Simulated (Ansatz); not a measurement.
# Abstraction of F: SiF4 + InH2 → SiF3 + InH2F

Species: SiF4 (silicon tetrafluoride) `F[Si](F)(F)F`, singlet; InH2 `[InH2]`, doublet; SiF3 (trifluorosilyl) `F[Si](F)F`, doublet; InH2F `[F][InH2]`, singlet. A radical takes F: the energy is the difference in strength between the Si–F bond broken and the In–F bond made.

Shapes, held fixed at every level: PBE0-D4/def2-TZVP. Programs: Ansatz 0.2.0. The zero-point and thermal change to 298 K, harmonic and unscaled (PBE0-D4/def2-TZVP), is +0.6 kJ/mol.

| level | kind | ΔH(298 K) (kJ/mol) | less CCSD(T)/def2-TZVPP |
| --- | --- | --- | --- |
| MP2/def2-SVP | perturbation theory | +179.2 | -15.1 |
| HF/def2-TZVPP | Hartree–Fock | +203.3 | +9.0 |
| SPW92/def2-TZVPP | LDA | +179.3 | -15.0 |
| BHLYP-D4/def2-TZVPP | global hybrid | +198.4 | +4.1 |
| PBE0-D4/def2-TZVPP | global hybrid | +180.3 | -14.0 |
| CCSD(T)/def2-SVP | coupled cluster or CI | +184.1 | -10.2 |
| CCSD/def2-SVP | coupled cluster or CI | +185.9 | -8.4 |
| CCSD(T)/def2-TZVPP | coupled cluster or CI | +194.3 | 0.0 |

The highest level, CCSD(T)/def2-TZVPP, gives ΔH(298 K) = +194.3 kJ/mol; the levels span +179.2 to +203.3. The column of differences is taken from that level and isn't an error. No measured value is set beside it here. Open shells run unrestricted. For atoms past krypton def2 sets carry core potentials with scalar relativity. Outer-core shells of In are correlated in most correlated rows, in sets that cover them unevenly.
